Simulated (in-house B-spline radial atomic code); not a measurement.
**Ionising Zn⁷⁺ with different functionals**

Computed with a B-spline radial code for spherical atoms: non-relativistic Hamiltonian, point nucleus, spin-polarised at highest spin, spherical fractional occupations for the functionals, and exact exchange of hybrids averaged over the configuration. The ionisation energy is the difference of two self-consistent energies, [Ar] 3d5 → [Ar] 3d4, without Breit or QED terms; ε is the level of the shell that loses the electron (its least bound occupied spin orbital).

| method | rung | ΔSCF (eV) | -ε(3d) (eV) |
| --- | --- | --- | --- |
| PBE0 | global hybrid | 174.45 | 163.54 |
| B3LYP | global hybrid | 174.43 | 162.61 |
| TPSSh | global hybrid | 174.28 | 160.73 |
| M06-2X | global hybrid | 174.08 | 168.20 |
| BHandHLYP | global hybrid | 174.49 | 167.97 |
| r2SCAN0 | global hybrid | 175.28 | 164.46 |
| B97-1 | global hybrid | 174.34 | 162.70 |
| HSE06 | range-separated hybrid | ? | ? |
| wB97X | range-separated hybrid | 173.97 | 165.18 |
| CAM-B3LYP | range-separated hybrid | 174.38 | 164.63 |
| LC-wPBE | range-separated hybrid | ? | ? |

Q: What does LC-wPBE give?

A: ΔSCF 174.21 eV, and -ε(3d) = 164.70 eV.

Q: What does HSE06 give?

A: ΔSCF 174.36 eV, and -ε(3d) = 163.03 eV.

Q: Among the functionals, which spreads more, the ΔSCF values or the orbital energies?

A: The orbital energies: ΔSCF values span about 1.30 eV and the orbital energies 7.47 eV; here energy differences depend much less on the functional than eigenvalues do.

Q: How do they compare with the NIST value?

A: NIST lists 174 eV ± 1.7 (semi-empirical, ground level to ground level). Errors run from +0.07 to +1.38 eV; all lie within about twice that uncertainty, so the table can't rank the methods.
